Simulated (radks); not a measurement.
Results of a calculation; reference values are marked as such.
Cr IV, 21 electrons, occupied as [Ar] 3d3 (the NIST ground configuration). Code: a radial shooting solver on a logarithmic mesh with Libxc functionals. Model: Dirac Kohn-Sham, BP86, spin-unpolarised, spherical densities, point nucleus; open shells are shared between the two j in proportion to 2j + 1.

Unscreened Slater integrals over Kohn-Sham orbitals (eV). Large and small components are both included.

F0(3d5/2,3d5/2): 22.635
F2(3d5/2,3d5/2): 10.638
F4(3d5/2,3d5/2): 6.6513
F0(3d5/2,3d3/2): 22.665
F2(3d5/2,3d3/2): 10.650
G2(3d5/2,3d3/2): 10.644
G4(3d5/2,3d3/2): 6.6550
F0(3d5/2,3p3/2): 24.176
F2(3d5/2,3p3/2): 11.558
G1(3d5/2,3p3/2): 14.349
G3(3d5/2,3p3/2): 8.7228
F0(3d5/2,3p1/2): 24.270
G3(3d5/2,3p1/2): 8.7506
F0(3d3/2,3d3/2): 22.695
F2(3d3/2,3d3/2): 10.663
F0(3d3/2,3p3/2): 24.210
F2(3d3/2,3p3/2): 11.573
G1(3d3/2,3p3/2): 14.363
G3(3d3/2,3p3/2): 8.7318
F0(3d3/2,3p1/2): 24.305
G1(3d3/2,3p1/2): 14.430
F0(3p3/2,3p3/2): 26.119
F2(3p3/2,3p3/2): 13.119
F0(3p3/2,3p1/2): 26.230
G2(3p3/2,3p1/2): 13.165
F0(3p1/2,3p1/2): 26.343
